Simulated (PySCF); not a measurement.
CH3Cl2FOSi.

```xyz
9

C     -2.3114    -0.1282    -1.2266
O     -0.9710     0.3327    -1.1516
Si     0.1800    -0.1495    -0.1091
F      0.6602    -1.6527    -0.4364
Cl     1.7778     1.0953    -0.2969
Cl    -0.5316    -0.1658     1.8141
H     -2.7985    -0.1006    -0.2375
H     -2.3525    -1.1588    -1.6167
H     -2.8602     0.5326    -1.9122
```

Coordinates come from a B3LYP-D3(BJ)/def2-SVP optimisation. One conformer was computed; it need not be the lowest.

These are PySCF with PBE0/pcSseg-1 values and carry that method's errors. Non-relativistic, no solvent.

Q: Give the absolute GIAO shielding of each atom: isotropic value and principal components (ppm). (The exact figures need the calculation; the answer reports its results.)

A: 
```
atom  σ(iso)    σ11    σ22     σ33   span
----  ------  -----  -----  ------  -----
C1     129.7  101.7  103.8   183.7   82.1
O2     271.3  198.7  285.3   329.9  131.1
Si3    387.2  359.7  390.5   411.2   51.5
F4     279.0  228.0  248.5   360.6  132.5
Cl5    862.5  764.6  771.2  1051.6  287.1
Cl6    872.9  747.4  833.5  1038.0  290.6
H7      27.4   22.5   26.5    33.3   10.9
H8      27.4   23.0   25.0    34.4   11.4
H9      27.4   23.0   24.8    34.4   11.3
```
